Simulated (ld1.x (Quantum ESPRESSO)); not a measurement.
Plane-wave convergence, PAW potential for tungsten (W)

```
Element                 : W (Z = 74)
Generator               : ld1.x (Quantum ESPRESSO) 7.5
Type                    : PAW
Functional              : PBE
Relativity              : scalar-relativistic
Frozen core             : [Kr] 4d10
Valence charge          : 28
Reference configuration : 4f14 5s2 5p6 5d3 6s0 6p0 (charge +3)
Partial waves           : 5s (bound): rcut 1.50, rcutus 2.00 bohr; 6s (bound, empty): rcut 1.50, rcutus 2.00 bohr; 5p (bound): rcut 1.70, rcutus 1.85 bohr; 6p (bound, empty): rcut 1.70, rcutus 1.85 bohr; 5d (bound): rcut 2.45, rcutus 2.85 bohr; 5d channel at -1.9 Ry: rcut 2.45, rcutus 2.85 bohr; 4f (bound): rcut 0.90, rcutus 1.15 bohr; 4f channel at -3.3 Ry: rcut 0.90, rcutus 1.15 bohr
Local potential         : all-electron potential smoothed inside 2.00 bohr (lloc = -1)
Core correction         : a·sin(br)/r model core, default radius (ld1.x builds one for every PAW set, though the input has nlcc=.false.)
Augmentation charge     : BG, radius 1.00 bohr
```

The pseudo-atom Hamiltonian at the reference potential is diagonalised in spherical Bessel functions j_l(qr) that vanish at 20 bohr, with q² up to the cutoff. All-electron valence levels (Ry): 5s -7.9350, 6s -2.0819, 5p -5.2790, 6p -1.5302, 5d -2.2864, 4f -4.5759.

Question: How do the lowest levels (Ry) of each channel move with the cutoff, and are there ghosts?

Answer:

```tsv
cutoff (Ry)	s #1	s #2	p #1	p #2	d #1	f #1	f #2	Σ f·Δε (mRy)
8	-7.8696	-1.9237	-4.9041	-1.3594	-2.2629	-0.7282	-0.4226	56319.8
21	-7.9345	-2.0744	-5.2754	-1.4822	-2.2863	-0.9482	-0.5386	50812.0
45	-7.9350	-2.0818	-5.2790	-1.5298	-2.2864	-3.8117	-0.7012	10700.0
90	-7.9350	-2.0819	-5.2791	-1.5302	-2.2864	-4.5636	-0.7203	172.1
160	-7.9350	-2.0819	-5.2791	-1.5302	-2.2864	-4.5757	-0.7271	4.1
300	-7.9350	-2.0819	-5.2791	-1.5302	-2.2864	-4.5759	-0.7271	0.3
400	-7.9350	-2.0819	-5.2791	-1.5302	-2.2864	-4.5759	-0.7272	0.0
```

Result: no extra level below or beside the all-electron valence levels (s, p, d, f tested); 10 mRy is reached at 160 Ry and 1 mRy at 230 Ry.

Test run stopped at test 1 of 7 (negative rho).
